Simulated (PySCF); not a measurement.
Gas-phase reaction: GeH₂Cl₂ + Cl ⇌ GeCl₃ + 2 H

Computed with PySCF and rigid-rotor harmonic-oscillator thermochemistry at 1 bar. † marks an energy on the PBE0/def2-TZVP geometry and frequencies; other levels use their own. MP2 freezes the core. 6-31G* has spherical d functions here. Open shells (unrestricted): Cl (multiplicity 2, electronic degeneracy 6), GeCl₃ (multiplicity 2), H (multiplicity 2); the rest are closed-shell singlets. Spin-orbit splitting is ignored; it lowers the true energy and changes the entropy of Cl. Ge: all electrons, no relativistic terms. GeCl₃: computed as isolated molecules; such fragments, hydroxides, amides, oligomers or adducts are transient or little studied in the gas. MP2 isn't extrapolated to the basis-set limit; its ΔH°(298 K) is 265.5 kJ in def2-SVP and 258.9 kJ in def2-TZVPP. The harmonic model lacks anharmonicity and excited electronic states, which grow with temperature; levels with a mode under 35 cm⁻¹ are left out.

```tsv
level	ΔE electronic, kJ	ΔH°(298 K), kJ	ΔS°(298 K), J/K	ΔG°(2000 K), kJ
BLYP/def2-TZVP†	293	263	96	37
HF/6-31G*	286	253	95	27
MP2/def2-TZVPP†	289	259	96	32
PBE/def2-SVP	264	236	99	5
PBE/def2-TZVP†	266	236	96	9
r2SCAN/def2-TZVP†	286	256	96	29
LDA/def2-TZVP†	287	258	96	31
ωB97X-V/def2-TZVP†	315	285	96	58
```
ΔH° is lowest at PBE/def2-SVP and highest at ωB97X-V/def2-TZVP†. No reference value is set beside these.
